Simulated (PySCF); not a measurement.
Ga(Et)(Vi)(OMe), SMILES [O](C)[Ga]([CH2]C)[CH]=C (C5H11GaO) (GFN2-xTB optimised geometry):

```
18

Ga    -0.687    -0.015     0.000
C      1.393    -0.015     0.000
C      2.025     1.374    -0.010
H      1.718    -0.589    -0.876
H      1.717    -0.576     0.885
H      1.718     1.946     0.865
H      1.730     1.928    -0.901
H      3.113     1.299    -0.002
C     -2.070     1.479     0.000
C     -1.766     2.768     0.000
H     -3.113     1.168     0.001
H     -2.521     3.544     0.000
H     -0.742     3.116    -0.002
O     -1.526    -1.525     0.002
C     -1.939    -2.869     0.000
H     -2.446    -3.100     0.941
H     -2.636    -3.038    -0.825
H     -1.087    -3.544    -0.115
```

Method: PBE0/def2-SVP (PySCF).

Question: What are the frontier orbital energies and the dipole moment?

Answer: HOMO-2 -7.94 eV, HOMO-1 -7.45 eV, HOMO -6.64 eV, LUMO -0.70 eV, LUMO+1 0.58 eV; dipole moment 0.61 D.

Meta-Löwdin charges at PBE0/def2-SVP: Ga1 0.65, C2 -0.36, C3 -0.29, H4 0.10, H5 0.10, H6 0.09, H7 0.09, H8 0.10, C9 -0.28, C10 -0.20, H11 0.11, H12 0.10, H13 0.10, O14 -0.55, C15 -0.06, H16 0.10, H17 0.10, H18 0.09.
